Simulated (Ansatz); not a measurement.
`C=COB(F)Cl`, charge 0, multiplicity 1.

Question: Give a relaxed structure at PBE0-D4/def2-TZVP (Ansatz 0.2.0). (Estimate.)

Answer: The calculation gave: 
Z-matrix (Å, degrees):
```
C
C 1 1.320
H 1 1.082 2 122.8
H 1 1.081 2 118.9 3 180.0
O 2 1.371 1 125.8 3 2.1
H 2 1.084 1 123.1 3 179.0
B 5 1.346 2 126.4 1 -41.7
F 7 1.320 5 122.8 2 -3.2
Cl 7 1.750 5 118.4 2 177.7
```
This is one stationary point; other conformers may exist.
